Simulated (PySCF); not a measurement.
Input file for PySCF: D3(BJ) and D4 dispersion corrections on C2H2O2 (SMILES O=CC=O), a point of a torsion scan.

```python
from pyscf import gto
from pyscf.dispersion import dftd3, dftd4

mol = gto.M(
    atom='''
    O     1.53149660   -0.07778307   -0.91184044
    C     0.75512243   -0.06874725   -0.00562616
    C    -0.75063834   -0.02065629   -0.10362691
    O    -1.48280209   -0.93553863   -0.32939353
    H     1.08334842   -0.05927219    1.05762669
    H    -1.12832701    1.00574724    0.10170110
    ''',
    basis='def2-svp',
    charge=0, spin=0, verbose=0, max_memory=1800)
d3, d4 = {}, {}
for xc in ['hf', 'pbe', 'blyp', 'revpbe', 'tpss', 'r2scan', 'b3lyp', 'pbe0', 'bhlyp', 'camb3lyp', 'b2plyp']:
    d3[xc] = float(dftd3.DFTD3Dispersion(mol, xc=xc, version='d3bj', atm=False).get_dispersion()['energy'])
    print(f'D3(BJ) {xc:10s} {d3[xc]:14.8f} Eh')
for xc in ['hf', 'pbe', 'blyp', 'revpbe', 'tpss', 'r2scan', 'b3lyp', 'pbe0', 'bhlyp', 'camb3lyp', 'b2plyp']:
    d4[xc] = float(dftd4.DFTD4Dispersion(mol, xc={'camb3lyp': 'cam-b3lyp'}.get(xc, xc), atm=True).get_dispersion()['energy'])
    print(f'D4     {xc:10s} {d4[xc]:14.8f} Eh')
```

The log:

```
D3(BJ) hf            -0.02896215 Eh
D3(BJ) pbe           -0.00310321 Eh
D3(BJ) blyp          -0.00657258 Eh
D3(BJ) revpbe        -0.00834015 Eh
D3(BJ) tpss          -0.00382825 Eh
D3(BJ) r2scan        -0.00079098 Eh
D3(BJ) b3lyp         -0.00531783 Eh
D3(BJ) pbe0          -0.00257562 Eh
D3(BJ) bhlyp         -0.00403566 Eh
D3(BJ) camb3lyp      -0.00219148 Eh
D3(BJ) b2plyp        -0.00235641 Eh
D4     hf            -0.01177892 Eh
D4     pbe           -0.00288739 Eh
D4     blyp          -0.00665469 Eh
D4     revpbe        -0.01064661 Eh
D4     tpss          -0.00392854 Eh
D4     r2scan        -0.00069036 Eh
D4     b3lyp         -0.00464159 Eh
D4     pbe0          -0.00237989 Eh
D4     bhlyp         -0.00312359 Eh
D4     camb3lyp      -0.00235078 Eh
D4     b2plyp        -0.00200186 Eh
```

The run finished.

Cost: about 0.04 core-seconds (a rough figure).
